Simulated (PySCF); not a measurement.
**Ionisation energy of Pb⁶⁸⁺ by level of theory**

Pb⁶⁸⁺ [Ne] 3s2 3p2 [3p1/2^2, M_J = 0] → Pb⁶⁹⁺ [Ne] 3s2 3p1 [3p1/2^1, M_J = 1/2], as a difference of total energies. Calculation: PySCF 2.14, in an uncontracted even-tempered set (17 s from 24 bohr⁻², ratio 2.4; 14 p from 31 bohr⁻², ratio 2.4; 4 d from 100 bohr⁻², ratio 2.6; 4 f from 160 bohr⁻², ratio 2.6); the two-component X2C-1e Hamiltonian. Correlated levels: 1s2 frozen; the 46 highest virtual spinors dropped. "Screened" scales the spin-orbit matrix elements by Boettger's factors to mimic the two-electron term; Breit and QED terms are absent.

| method | ionisation energy (eV) |
| --- | --- |
| GHF (spin-free) | 8117.9 |
| GMP2 (spin-free) | 8118.9 |
| GHF (screened spin-orbit) | 8528.6 |
| GMP2 (screened spin-orbit) | 8530.4 |

Breit and QED terms and the two-electron picture change are absent.

The spin-free rows relax to the high-spin LS determinant and lack the spin-orbit shift.

The labels give the starting determinants; with spin-orbit coupling the two ends relaxed to ⟨J²⟩ = 0.00, ⟨L²⟩ = 1.36, ⟨S²⟩ = 1.36 and ⟨J²⟩ = 0.75, ⟨L²⟩ = 2.04, ⟨S²⟩ = 0.79.

For comparison: 8520 ± 50 eV (theoretical estimate listed by NIST; NIST Atomic Spectra Database, ionization energies).
